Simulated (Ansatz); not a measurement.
Isolated molecules relaxed with PBE0-D4/def2-TZVP in Ansatz; ΔE leaves out vibrations. CCSD(T)/CBS adds triple-zeta CCSD(T) − MP2 to the extrapolated MP2 energy (def2 sets, frozen cores). This one scheme is used for every species. DFT in def2-TZVPP. B3LYP here is the variant with VWN-RPA as its local correlation; programs differ in this. HSE06 is defined as in plane-wave codes. Elements past krypton have def2 core potentials. For Nb outer-core shells are correlated without core-valence functions, which leaves a few kJ/mol of doubt a bond. One conformer a species, not always the lowest.

Consider the ligand exchange at the Nb–F bond: `[CH3][Nb]([NH2])(=[O])[F]` + HCl → `[CH3][Nb]([NH2])(=[O])[Cl]` + H–F.

```csv
level,ΔE (kcal/mol),difference from CCSD(T)/CBS
LDA (SPW92),1.9,2.8
revPBE-D4,1.6,2.5
BLYP-D4,3.0,3.9
r2SCAN-D4,1.9,2.8
B97M-V,2.3,3.2
PBE0-D4,0.4,1.3
B3LYP-D4,1.8,2.7
r2SCANh-D4,1.3,2.2
r2SCAN0-D4,0.5,1.4
BHLYP-D4,0.9,1.8
CAM-B3LYP-D4,3.4,4.3
ωB97X-V,3.0,3.9
ωB97M-V,2.2,3.1
B2PLYP,1.1,2.0
PBE,2.6,3.5
BLYP,4.5,5.4
r2SCAN,2.1,3.0
B3LYP,3.2,4.1
r2SCANh,1.6,2.5
r2SCAN0,0.8,1.7
HSE06,1.0,1.9
BHLYP,2.3,3.2
CAM-B3LYP,4.3,5.2
LC-ωPBE,4.3,5.2
RPA@PBE/def2-TZVPP,1.2,2.1
HF/def2-SVP,3.3,4.2
MP2/def2-SVP,1.0,1.9
CCSD/def2-SVP,3.7,4.6
CCSD(T)/def2-SVP,3.2,4.1
HF/def2-TZVPP,2.2,3.1
MP2/def2-TZVPP,-3.2,-2.3
SCS-MP2/def2-TZVPP,-1.2,-0.3
CCSD/def2-TZVPP,0.7,1.6
CCSD(T)/def2-TZVPP,-0.1,0.8
HF/def2-QZVPP,2.2,3.1
MP2/def2-QZVPP,-3.7,-2.8
SCS-MP2/def2-QZVPP,-1.7,-0.8
HF/CBS(def2),2.2,3.1
MP2/CBS(def2),-4.1,-3.2
CCSD/CBS(def2),-0.2,0.7
CCSD(T)/CBS,-0.9,0
```

Largest T1 diagnostic among the species: 0.022, so the coupled-cluster value is less sure than usual.

Leaving LDA and LC-ωPBE aside and taking each functional with its dispersion term where it has one, the values, not all of them listed here, spread over 4.5 kcal/mol, from PBE-QIDH to CAM-B3LYP-D4. At CCSD(T), def2-SVP lies +4.1 kcal/mol from the extrapolated value and def2-TZVPP +0.8 kcal/mol.

CCSD(T)/CBS has its own doubt, a few kJ/mol and more with outer-core shells, so smaller differences from it don't rank the levels.
